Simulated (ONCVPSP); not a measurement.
lanthanum (La), ONCV: configuration errors across variants

- Element: La (Z = 57)
- Generator: ONCVPSP 4.0.1
- Type: optimised norm-conserving Vanderbilt (ONCV)
- Functional: PBEsol
- Relativity: fully relativistic
- Frozen core: [Xe]
- Valence charge: 3
- Reference configuration: 5d1 6s2
- Partial waves: 6s: rc 3.35 bohr, ncon 3, nbas 6, qcut 1.5 1/bohr, 2 projectors, debl 0.6 Ha; p scattering state at 0.03 Ha: rc 3.90 bohr, ncon 3, nbas 7, qcut 1.9 1/bohr, 1 projector; 5d: rc 3.55 bohr, ncon 4, nbas 9, qcut 3.5 1/bohr, 2 projectors, debl 1.8 Ha; f scattering state at 0.28 Ha: rc 3.80 bohr, ncon 3, nbas 7, qcut 3.4 1/bohr, 2 projectors, debl 0.7 Ha
- Local potential: polynomial inside 2.30 bohr (lpopt 2, dvloc0 2 Ha)
- Core correction: Teter function, fcfact 5, rcfact 1.6

Open shells are filled in proportion to 2j + 1.

In the p channel the program set the typed energies aside and used 0.050 Ha (j = l + 1/2; the other j can differ). In the f channel the program set the typed energies aside and used -0.157, 0.543 Ha (j = l + 1/2; the other j can differ).

All-electron excitation energies from the reference (eV): (1) 5d1 6s1 5.999; (2) 5d1 6s0 16.846; (3) 5d1 6s1.5 2.415; (4) 5d1 6s1 6p1 2.400.

A true bound ghost makes a file unfit for plane-wave use even where its test errors are small: the radial tests pick states by their node count and pass the ghost by.

Errors AE − PS in meV (a dash: test not solved or not reliable):

```tsv
change	(1)	(2)	(3)	(4)	bound ghosts	GHOST(+) flags above zero
base	-86	-525	-16	-17	none	s
all radii but the core radius scaled by about 0.78 (s 2.60, p 3.04, d 2.76, f 2.96 bohr); local potential polynomial inside 1.80 bohr (lpopt 2, dvloc0 2 Ha)	-88	-533	-17	–	s	s, p1/2
all radii but the core radius scaled by about 0.88 (s 2.96, p 3.44, d 3.12, f 3.34 bohr); local potential polynomial inside 2.02 bohr (lpopt 2, dvloc0 2 Ha)	-87	-528	-17	-11	s	s, p3/2
all radii but the core radius scaled by about 0.94 (s 3.14, p 3.66, d 3.34, f 3.58 bohr); local potential polynomial inside 2.16 bohr (lpopt 2, dvloc0 2 Ha)	-87	-525	-17	-14	none	s
all radii but the core radius scaled by about 1.06 (s 3.56, p 4.14, d 3.76, f 4.02 bohr); local potential polynomial inside 2.44 bohr (lpopt 2, dvloc0 2 Ha)	-86	-528	-16	-18	none	none
all radii but the core radius scaled by about 1.12 (s 3.76, p 4.38, d 3.98, f 4.26 bohr); local potential polynomial inside 2.58 bohr (lpopt 2, dvloc0 2 Ha)	-87	-533	-16	-19	none	s
all radii but the core radius scaled by about 1.29 (s 4.32, p 5.02, d 4.58, f 4.90 bohr); local potential polynomial inside 2.96 bohr (lpopt 2, dvloc0 2 Ha)	-93	-577	-17	-23	none	none
```

**Question.** Give the same row for: all radii but the core radius scaled by about 1.23 (s 4.10, p 4.78, d 4.36, f 4.66 bohr); local potential polynomial inside 2.82 bohr (lpopt 2, dvloc0 2 Ha).

**Answer.** -90, -555, -17, -21; bound ghosts: none; GHOST(+) flags above zero: none.
